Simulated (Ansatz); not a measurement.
Zr4O8. Total charge 0; singlet. Geometry PBE-D4/def2-SVP.

```xyz
12

Zr   -0.489    2.631   -0.008
Zr    0.061   -2.334   -0.433
Zr    1.348    0.492   -0.736
Zr   -1.005    0.061    1.260
O    -0.729    0.674   -0.715
O     0.861   -0.815    0.839
O     0.708   -3.936   -0.013
O     1.162   -1.113   -1.780
O     1.001    2.400   -1.354
O    -1.953    1.859    1.151
O    -1.653   -1.630    0.608
O     0.688    1.711    1.181
```

In the def2 sets Zr takes a core potential; there is no spin–orbit coupling. The structure comes from a short search, and lower isomers may exist.

(1) Estimate the orbital energies around the gap (eV) in Ansatz with PBE-D4/def2-TZVP, revPBE-D4/def2-TZVP, r2SCAN-D4/def2-TZVP, PBE0-D4/def2-SVP, PBE0-D4/def2-TZVP.

Results:

(1) 
```tsv
orbital	PBE-D4/def2-TZVP	revPBE-D4/def2-TZVP	r2SCAN-D4/def2-TZVP	PBE0-D4/def2-SVP	PBE0-D4/def2-TZVP
HOMO−9	-7.40	-7.28	-7.66	-8.85	-8.83
HOMO−8	-7.23	-7.11	-7.52	-8.78	-8.75
HOMO−7	-7.19	-7.07	-7.44	-8.61	-8.62
HOMO−6	-7.07	-6.95	-7.32	-8.47	-8.47
HOMO−5	-7.04	-6.92	-7.28	-8.44	-8.42
HOMO−4	-6.70	-6.58	-6.96	-8.12	-8.12
HOMO−3	-6.50	-6.38	-6.77	-7.94	-7.93
HOMO−2	-6.13	-6.02	-6.32	-7.45	-7.44
HOMO−1	-5.86	-5.76	-6.08	-7.27	-7.27
HOMO	-5.80	-5.69	-6.01	-7.16	-7.15
LUMO	-3.09	-2.98	-2.75	-2.51	-2.49
LUMO+1	-2.62	-2.47	-2.29	-1.84	-1.88
LUMO+2	-2.49	-2.35	-2.26	-1.66	-1.65
LUMO+3	-2.37	-2.23	-2.10	-1.54	-1.55
LUMO+4	-2.23	-2.10	-1.92	-1.49	-1.51
LUMO+5	-1.83	-1.70	-1.54	-1.02	-1.03
```
